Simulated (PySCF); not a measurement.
**Electron correlation in S (sulfur, neutral)**

[Ne] 3s1 3p5, high-spin 3P determinant (an excited configuration). All numbers are calculated (PySCF 2.14, no relativity, point nucleus, in dyall-av2z (13s9p2d, 50 functions)). Frozen: [Ne]; 6 electrons correlated; the 16 highest virtual orbitals of each spin left out.

```json
{"level": "CCSD", "correlation energy (mhartree)": "-188.21"}
{"level": "(T)", "correlation energy (mhartree)": "-10.75"}
{"level": "CCSD(T)", "correlation energy (mhartree)": "-198.96"}
{"level": "CCSDT", "correlation energy (mhartree)": "-199.97"}
```

Diagnostics: T1 = 0.027, D1 = 0.0595, largest double amplitude 0.211.

A double-excitation amplitude exceeds 0.15, a sign of near-degeneracy.

Cost of the coupled-cluster step: of the order of 1.1 core-seconds, for 6 correlated electrons.
